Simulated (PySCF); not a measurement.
Point-charge models of `CNC[C@@H]([Si@H](F)N=C)[SiH3]` against its computed dipole.

Coordinates (GFN2-xTB, Å) and charges (e) from the PBE0/pcSseg-1 density (PySCF):

```csv
atom,x,y,z,Mulliken,IAO,Hirshfeld,ESP-fitted
C1,-3.290,-1.674,0.857,+0.0660,-0.0654,+0.0355,+0.2815
N2,-2.551,-0.674,0.926,-0.5656,-0.5265,-0.2262,-0.6163
Si3,-2.037,0.577,-0.136,+1.1274,+1.2921,+0.4467,+0.9470
F4,-2.192,1.873,0.811,-0.4234,-0.5409,-0.2056,-0.3203
C5,-0.208,0.260,-0.478,-0.8619,-0.6934,-0.2068,-0.5566
Si6,0.743,1.763,-1.183,+0.5587,+0.6063,+0.2736,+0.2786
C7,0.572,-0.109,0.779,-0.0030,-0.1396,-0.0271,+0.0010
N8,1.976,0.171,0.513,-0.5287,-0.3904,-0.1225,-0.3940
C9,2.676,-0.917,-0.137,-0.1175,-0.3041,-0.0683,-0.2774
H10,-3.887,-1.953,-0.017,+0.0974,+0.1091,+0.0465,+0.0143
H11,-3.371,-2.335,1.717,+0.1155,+0.1415,+0.0513,+0.0359
H12,-2.826,0.889,-1.320,-0.1267,-0.1648,-0.0800,-0.1673
H13,-0.130,-0.556,-1.200,+0.1702,+0.1501,+0.0352,+0.1993
H14,-0.156,2.412,-2.155,-0.1179,-0.1535,-0.1011,-0.1212
H15,1.044,2.727,-0.133,-0.0724,-0.1161,-0.0790,-0.0618
H16,1.927,1.359,-1.938,-0.0898,-0.1238,-0.0854,-0.0703
H17,0.403,-1.154,1.082,+0.1153,+0.1194,+0.0282,+0.0809
H18,0.250,0.532,1.601,+0.1344,+0.1452,+0.0448,+0.0914
H19,2.464,0.417,1.369,+0.1861,+0.2485,+0.1177,+0.2971
H20,2.689,-1.838,0.464,+0.0998,+0.1157,+0.0322,+0.1002
H21,3.703,-0.614,-0.339,+0.1233,+0.1509,+0.0483,+0.1209
H22,2.191,-1.136,-1.087,+0.1130,+0.1396,+0.0420,+0.1370
```

Task: What dipole does each set of charges give (1 e·Å = 4.803 D), and what does the density give?

Result: The full density gives (0.53, -3.98, 0.05) D, 4.02 D in size; dipole vectors point from the negative to the positive end.

```
    scheme     μx     μy     μz  size (D)  share of the full size (%)  angle to the full dipole (°)
  Mulliken  -0.29  -3.54  -1.91      4.03                         100                            31
       IAO   0.60  -3.54  -1.89      4.06                         101                            29
 Hirshfeld   0.55  -2.57   0.26      2.64                          66                             7
ESP-fitted   0.56  -4.03   0.00      4.07                         101                             1
```

Task: Which set comes closest?

Result: Length of the difference vector: ESP-fitted 0.07 D, Hirshfeld 1.43 D, IAO 2.00 D, Mulliken 2.17 D. Closest: ESP-fitted. ESP charges are fitted to the potential around the molecule, whose slowest-falling term is the dipole's. The schemes that divide the density aren't constrained to reproduce the dipole.

Task: What is left for the Hirshfeld atoms' own dipoles?

Result: The Hirshfeld atoms' densities add up to the full density, so μ = Σ q r + Σ (atomic dipoles). The atomic dipoles sum to (0.53, -3.98, 0.05) − (0.55, -2.57, 0.26) = (-0.02, -1.41, -0.21) D, 1.43 D in size.

Task: With the origin at the mean of the coordinates, (0.000, 0.001, 0.000) Å, which are the largest single terms, by size, of the Mulliken dipole along the direction of the full one?

Result: Si3 -4.56, Si6 -4.46, F4 +4.34, H14 +1.38, C5 +1.20 D; all 22 atoms together +3.44 D. The single terms depend on the origin, their sum doesn't.

Task: Give the size of the full dipole in other units.

Result: 4.02 D = 1.581 au = 0.837 e·Å = 13.40 × 10⁻³⁰ C·m.

Geometry: GFN2-xTB, one conformer, isolated molecule.

Shape of the structure used: `[CH2:1]=[N:2][Si@@H:3]([F:4])[C@@H:5]([SiH3:6])[CH2:7][NH:8][CH3:9]`: C1–N2–Si3–F4 136°, N2–Si3–C5–Si6 -162°, Si3–C5–C7–N8 -159°, C5–C7–N8–C9 -86°.
